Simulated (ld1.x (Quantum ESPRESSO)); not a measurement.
**LDA (PZ) TM semilocal dataset for Ru, scalar-relativistic all-electron reference.**

Input for ld1.x (Quantum ESPRESSO) 7.5:

```
&input
   title='Ru', zed=44., rel=1, dft='PZ', iswitch=3,
   config='[Kr] 4d8 5s0 5p0',
   nld=3, rlderiv=1.60, eminld=-7.0, emaxld=5.0, deld=0.02
 /
 &inputp
   pseudotype=1, tm=.true., lloc=2,
   nlcc=.true., rcore=0.55,
   file_pseudopw='Ru.pp', file_wfcaegen='ae.wfc', file_wfcncgen='nc.wfc'
 /
3
4S  1  0   2.00   0.00  0.90  0.90  0.0
4P  2  1   6.00   0.00  1.10  1.10  0.0
4D  3  2   8.00   0.00  1.45  1.45  0.0
 &test
   configts(1)='4s2 4p6 4d8 5s0 5p0'
 /
```

Command:

```bash
ld1.x < Ru.in > Ru.out
```

Output (shortened: banner, matrices, multipoles, cross overlaps and the repeated all-electron block are left out):

```
Program LD1 v.7.5
     --------------------------- All-electron run ----------------------------

     Ru
     scalar relativistic calculation

     atomic number is 44.00
     dft =PZ   lsd =0 sic =0 latt =0  beta=0.20 tr2=1.0E-14
     Exchange-correlation= PZ
                           (   1   1   0   0   0   0   0)
     mesh =1233 r(mesh) = 101.06970 a.u. xmin = -7.00 dx = 0.01250
     1 Ry =  13.60569312 eV, c = 137.03599908

     n l     nl                  e(Ry)          e(Ha)          e(eV)
     1 0     1S 1( 2.00)     -1610.0499      -805.0249    -21905.8446
     2 0     2S 1( 2.00)      -231.3683      -115.6842     -3147.9267
     2 1     2P 1( 6.00)      -207.3436      -103.6718     -2821.0528
     3 0     3S 1( 2.00)       -40.5319       -20.2660      -551.4649
     3 1     3P 1( 6.00)       -32.6368       -16.3184      -444.0463
     4 0     4S 1( 2.00)        -5.4182        -2.7091       -73.7177
     4 1     4P 1( 6.00)        -3.2273        -1.6136       -43.9093
     3 2     3D 1(10.00)       -19.8902        -9.9451      -270.6205
     4 2     4D 1( 8.00)        -0.2493        -0.1246        -3.3913
     5 0     5S 1( 0.00)        -0.2709        -0.1354        -3.6857
     5 1     5P 1( 0.00)        -0.0441        -0.0221        -0.6006

     final scf error:  2.7E-15 reached in  40 iterations

     Etot =   -9052.573266 Ry,   -4526.286633 Ha, -123166.533826 eV

     Ekin =    9358.571070 Ry,    4679.285535 Ha,  127329.846044 eV
     Encl =  -21854.902693 Ry,  -10927.451347 Ha, -297351.099280 eV
     Eh   =    3701.722064 Ry,    1850.861032 Ha,   50364.494436 eV
     Exc  =    -257.963706 Ry,    -128.981853 Ha,   -3509.775026 eV

     normalization and overlap integrals

     s(1S/1S) =  1.000000  <r> =   0.0335  <r2> =    0.0015  r(max) =   0.0216
     s(2S/2S) =  1.000000  <r> =   0.1458  <r2> =    0.0251  r(max) =   0.1229
     s(2P/2P) =  1.000000  <r> =   0.1270  <r2> =    0.0197  r(max) =   0.0981
     s(3S/3S) =  1.000000  <r> =   0.4034  <r2> =    0.1864  r(max) =   0.3600
     s(3P/3P) =  1.000000  <r> =   0.4036  <r2> =    0.1894  r(max) =   0.3555
     s(4S/4S) =  1.000000  <r> =   1.0198  <r2> =    1.1811  r(max) =   0.9078
     s(4P/4P) =  1.000000  <r> =   1.1328  <r2> =    1.4764  r(max) =   0.9785
     s(3D/3D) =  1.000000  <r> =   0.3844  <r2> =    0.1770  r(max) =   0.3022
     s(4D/4D) =  1.000000  <r> =   1.8228  <r2> =    4.2936  r(max) =   1.2255
     s(5S/5S) =  1.000000  <r> =   3.5017  <r2> =   14.2500  r(max) =   2.7963
     s(5P/5P) =  1.000000  <r> =   5.6804  <r2> =   39.4331  r(max) =   4.1716

     ------------------------ End of All-electron run ------------------------

     --------------------- Generating NC pseudopotential ---------------------

      Generating local pot.: lloc=2, matching radius rcloc =   1.4500

      Computing core charge for nlcc:

       r > 0.55 : true rho core
       r < 0.55 : rho core = a sin(br)/r    a=  75.59  b=   4.74

      Integrated core pseudo-charge :  12.10

      Wfc   4S  rcut= 0.897  Using Troullier-Martins method

      Wfc   4P  rcut= 1.095  Using Troullier-Martins method

     ------------------- End of pseudopotential generation -------------------

     Computing logarithmic derivative in   1.60333
     Computing logarithmic derivative in   1.60333
     Computing the partial wave expansion
     R is outside the sphere for l=    0 j= 0.00
     R is outside the sphere for l=    1 j= 0.00
       no projector for channel:   2

     ---------------------- Testing the pseudopotential ----------------------

     Ru
     scalar relativistic calculation

     atomic number is 44.00   valence charge is 16.00
     dft =PZ   lsd =0 sic =0 latt =0  beta=0.20 tr2=1.0E-14
     mesh =1233 r(mesh) = 101.06970 xmin = -7.00 dx = 0.01250

     n l     nl             e AE (Ry)        e PS (Ry)    De AE-PS (Ry)
     1 0     4S   1( 2.00)       -5.41815       -5.41827        0.00012
     2 1     4P   1( 6.00)       -3.22727       -3.22734        0.00006
     3 2     4D   1( 8.00)       -0.24926       -0.24925       -0.00001
     2 0     5S   1( 0.00)       -0.27089       -0.27567        0.00478
     3 1     5P   1( 0.00)       -0.04414       -0.04458        0.00044

     eps = 8.1E-15  iter = 12

     Etot =   -9052.573266 Ry,   -4526.286633 Ha, -123166.533826 eV
     Etotps =  -230.960691 Ry,    -115.480346 Ha,   -3142.380287 eV

     Ekin =      67.108880 Ry,      33.554440 Ha,     913.062823 eV
     Encl =    -406.107593 Ry,    -203.053797 Ha,   -5525.375291 eV
     Ehrt =     162.957301 Ry,      81.478650 Ha,    2217.147025 eV
     Ecxc =     -64.175390 Ry,     -32.087695 Ha,    -873.150661 eV
     (Ecc =     -41.087561 Ry,     -20.543781 Ha,    -559.024747 eV)
     Epseu=       9.256112 Ry,       4.628056 Ha,     125.935818 eV

     ---------------------- End of pseudopotential test ----------------------
```

Generation and configuration tests took about 2.4 s on one core of a shared server CPU.

Transferability test of the new file with ld1.x, input:

```
&input
   title='Ru', zed=44., rel=1, dft='PZ', iswitch=2,
   config='[Kr] 4d8 5s0 5p0'
 /
 &test
   file_pseudo='Ru.pp', nconf=10,
   configts(1)='4s2 4p6 4d8 5s0 5p0',
   configts(2)='4s2 4p6 4d7 5s1 5p0',
   configts(3)='4s2 4p6 4d7 5s0 5p0',
   configts(4)='4s2 4p6 4d6 5s0 5p0',
   configts(5)='4s2 4p6 4d6 5s1 5p0',
   configts(6)='4s2 4p6 4d7.5 5s0.5 5p0',
   configts(7)='4s2 4p6 4d5 5s0 5p0',
   configts(8)='4s2 4p6 4d7 5s0.5 5p0',
   configts(9)='4s2 4p6 4d8 5s0 5p0', lsdts(9)=1,
   configts(10)='4s2 4p6 4d7 5s1 5p0', lsdts(10)=1
 /
```

```bash
ld1.x < Ru.test.in > Ru.test.out
```

Pseudopotential blocks of its output, shortened (energy terms left out):

```
     ---------------------- Testing the pseudopotential ----------------------

     n l     nl             e AE (Ry)        e PS (Ry)    De AE-PS (Ry)
     1 0     4S   1( 2.00)       -5.41815       -5.41827        0.00012
     2 1     4P   1( 6.00)       -3.22727       -3.22734        0.00006
     3 2     4D   1( 8.00)       -0.24926       -0.24925       -0.00001
     2 0     5S   1( 0.00)       -0.27089       -0.27567        0.00478
     3 1     5P   1( 0.00)       -0.04414       -0.04458        0.00044

     eps = 9.3E-16  iter = 12

     Etot =   -9052.573266 Ry,   -4526.286633 Ha, -123166.533826 eV
     Etotps =  -230.960691 Ry,    -115.480346 Ha,   -3142.380290 eV

     ---------------------- End of pseudopotential test ----------------------

          ---------------------- Testing the pseudopotential ----------------------

     n l     nl             e AE (Ry)        e PS (Ry)    De AE-PS (Ry)
     1 0     4S   1( 2.00)       -5.61832       -5.61425       -0.00407
     2 1     4P   1( 6.00)       -3.41980       -3.41612       -0.00368
     3 2     4D   1( 7.00)       -0.39706       -0.39417       -0.00289
     2 0     5S   1( 1.00)       -0.33208       -0.33616        0.00408
     3 1     5P   1( 0.00)       -0.07614       -0.07559       -0.00055

     eps = 5.0E-15  iter = 16

     Etot =   -9052.553611 Ry,   -4526.276805 Ha, -123166.266408 eV
     Etotps =  -230.946939 Ry,    -115.473469 Ha,   -3142.193179 eV
     dEtot_ae =       0.019655 Ry
     dEtot_ps =       0.013752 Ry,   Delta E=       0.005902 Ry

     ---------------------- End of pseudopotential test ----------------------

          ---------------------- Testing the pseudopotential ----------------------

     n l     nl             e AE (Ry)        e PS (Ry)    De AE-PS (Ry)
     1 0     4S   1( 2.00)       -6.16714       -6.16700       -0.00014
     2 1     4P   1( 6.00)       -3.97083       -3.97074       -0.00008
     3 2     4D   1( 7.00)       -0.94100       -0.94096       -0.00004
     2 0     5S   1( 0.00)       -0.79594       -0.80360        0.00765  !
     3 1     5P   1( 0.00)       -0.46105       -0.46250        0.00144

     eps = 3.3E-15  iter = 15

     Etot =   -9051.994038 Ry,   -4525.997019 Ha, -123158.653034 eV
     Etotps =  -230.381499 Ry,    -115.190749 Ha,   -3134.499974 eV
     dEtot_ae =       0.579227 Ry
     dEtot_ps =       0.579193 Ry,   Delta E=       0.000035 Ry

     ---------------------- End of pseudopotential test ----------------------

          ---------------------- Testing the pseudopotential ----------------------

     n l     nl             e AE (Ry)        e PS (Ry)    De AE-PS (Ry)
     1 0     4S   1( 2.00)       -7.10020       -7.09944       -0.00076
     2 1     4P   1( 6.00)       -4.89175       -4.89125       -0.00050
     3 2     4D   1( 6.00)       -1.79164       -1.79142       -0.00022
     2 0     5S   1( 0.00)       -1.42522       -1.43675        0.01153  !
     3 1     5P   1( 0.00)       -1.00002       -1.00294        0.00292

     eps = 7.9E-15  iter = 12

     Etot =   -9050.638922 Ry,   -4525.319461 Ha, -123140.215736 eV
     Etotps =  -229.026436 Ry,    -114.513218 Ha,   -3116.063408 eV
     dEtot_ae =       1.934344 Ry
     dEtot_ps =       1.934255 Ry,   Delta E=       0.000089 Ry

     ---------------------- End of pseudopotential test ----------------------

          ---------------------- Testing the pseudopotential ----------------------

     n l     nl             e AE (Ry)        e PS (Ry)    De AE-PS (Ry)
     1 0     4S   1( 2.00)       -6.43964       -6.43356       -0.00608  !
     2 1     4P   1( 6.00)       -4.23134       -4.22603       -0.00531  !
     3 2     4D   1( 6.00)       -1.14778       -1.14382       -0.00396
     2 0     5S   1( 1.00)       -0.89100       -0.89788        0.00689  !
     3 1     5P   1( 0.00)       -0.53127       -0.53136        0.00009

     eps = 4.8E-15  iter = 17

     Etot =   -9051.794948 Ry,   -4525.897474 Ha, -123155.944269 eV
     Etotps =  -230.191671 Ry,    -115.095835 Ha,   -3131.917232 eV
     dEtot_ae =       0.778318 Ry
     dEtot_ps =       0.769021 Ry,   Delta E=       0.009298 Ry

     ---------------------- End of pseudopotential test ----------------------

          ---------------------- Testing the pseudopotential ----------------------

     n l     nl             e AE (Ry)        e PS (Ry)    De AE-PS (Ry)
     1 0     4S   1( 2.00)       -5.51276       -5.51097       -0.00180
     2 1     4P   1( 6.00)       -3.31840       -3.31674       -0.00165
     3 2     4D   1( 7.50)       -0.31897       -0.31764       -0.00133
     2 0     5S   1( 0.50)       -0.30050       -0.30490        0.00440
     3 1     5P   1( 0.00)       -0.05983       -0.05974       -0.00010

     eps = 4.6E-15  iter = 13

     Etot =   -9052.574263 Ry,   -4526.287131 Ha, -123166.547392 eV
     Etotps =  -230.964369 Ry,    -115.482184 Ha,   -3142.430325 eV
     dEtot_ae =      -0.000997 Ry
     dEtot_ps =      -0.003677 Ry,   Delta E=       0.002680 Ry

     ---------------------- End of pseudopotential test ----------------------

          ---------------------- Testing the pseudopotential ----------------------

     n l     nl             e AE (Ry)        e PS (Ry)    De AE-PS (Ry)
     1 0     4S   1( 2.00)       -8.16765       -8.16565       -0.00200
     2 1     4P   1( 6.00)       -5.94092       -5.93948       -0.00144
     3 2     4D   1( 5.00)       -2.76098       -2.76017       -0.00081
     2 0     5S   1( 0.00)       -2.13394       -2.15057        0.01664  !
     3 1     5P   1( 0.00)       -1.62704       -1.63209        0.00505  !

     eps = 8.6E-15  iter = 17

     Etot =   -9048.371589 Ry,   -4524.185794 Ha, -123109.367098 eV
     Etotps =  -226.759416 Ry,    -113.379708 Ha,   -3085.219031 eV
     dEtot_ae =       4.201677 Ry
     dEtot_ps =       4.201275 Ry,   Delta E=       0.000402 Ry

     ---------------------- End of pseudopotential test ----------------------

          ---------------------- Testing the pseudopotential ----------------------

     n l     nl             e AE (Ry)        e PS (Ry)    De AE-PS (Ry)
     1 0     4S   1( 2.00)       -5.88111       -5.87882       -0.00229
     2 1     4P   1( 6.00)       -3.68373       -3.68169       -0.00204
     3 2     4D   1( 7.00)       -0.65847       -0.65690       -0.00157
     2 0     5S   1( 0.50)       -0.55749       -0.56320        0.00571  !
     3 1     5P   1( 0.00)       -0.26051       -0.26076        0.00025

     eps = 8.0E-15  iter = 16

     Etot =   -9052.331945 Ry,   -4526.165973 Ha, -123163.250495 eV
     Etotps =  -230.722787 Ry,    -115.361393 Ha,   -3139.143430 eV
     dEtot_ae =       0.241320 Ry
     dEtot_ps =       0.237905 Ry,   Delta E=       0.003416 Ry

     ---------------------- End of pseudopotential test ----------------------

          ---------------------- Testing the pseudopotential ----------------------

     n l     nl             e AE (Ry)        e PS (Ry)    De AE-PS (Ry)
     1 0     4S   1( 1.00)       -5.45113       -5.45259        0.00147
     2 1     4P   1( 3.00)       -3.26208       -3.26334        0.00126
     3 2     4D   1( 5.00)       -0.28133       -0.28188        0.00055
     2 0     5S   1( 0.00)       -0.28481       -0.28978        0.00497
     3 1     5P   1( 0.00)       -0.04929       -0.04977        0.00048
     1 0     4S   2( 1.00)       -5.37455       -5.37298       -0.00157
     2 1     4P   2( 3.00)       -3.18195       -3.18051       -0.00144
     3 2     4D   2( 3.00)       -0.20900       -0.20831       -0.00069
     2 0     5S   2( 0.00)       -0.25392       -0.25845        0.00454
     3 1     5P   2( 0.00)       -0.03838       -0.03883        0.00045

     eps = 4.3E-16  iter = 14

     Etot =   -9052.609393 Ry,   -4526.304697 Ha, -123167.025365 eV
     Etotps =  -230.997454 Ry,    -115.498727 Ha,   -3142.880469 eV
     dEtot_ae =      -0.036127 Ry
     dEtot_ps =      -0.036762 Ry,   Delta E=       0.000635 Ry

     ---------------------- End of pseudopotential test ----------------------

          ---------------------- Testing the pseudopotential ----------------------

     n l     nl             e AE (Ry)        e PS (Ry)    De AE-PS (Ry)
     1 0     4S   1( 1.00)       -5.66095       -5.65869       -0.00226
     2 1     4P   1( 3.00)       -3.46563       -3.46360       -0.00204
     3 2     4D   1( 5.00)       -0.44513       -0.44311       -0.00203
     2 0     5S   1( 1.00)       -0.36361       -0.36792        0.00430
     3 1     5P   1( 0.00)       -0.09266       -0.09212       -0.00054
     1 0     4S   2( 1.00)       -5.53693       -5.52994       -0.00700  !
     2 1     4P   2( 3.00)       -3.33495       -3.32863       -0.00632  !
     3 2     4D   2( 2.00)       -0.31149       -0.30721       -0.00428
     2 0     5S   2( 0.00)       -0.27382       -0.27759        0.00376
     3 1     5P   2( 0.00)       -0.04390       -0.04357       -0.00033

     eps = 4.7E-15  iter = 16

     Etot =   -9052.674808 Ry,   -4526.337404 Ha, -123167.915377 eV
     Etotps =  -231.070014 Ry,    -115.535007 Ha,   -3143.867703 eV
     dEtot_ae =      -0.101542 Ry
     dEtot_ps =      -0.109323 Ry,   Delta E=       0.007781 Ry

     ---------------------- End of pseudopotential test ----------------------
```
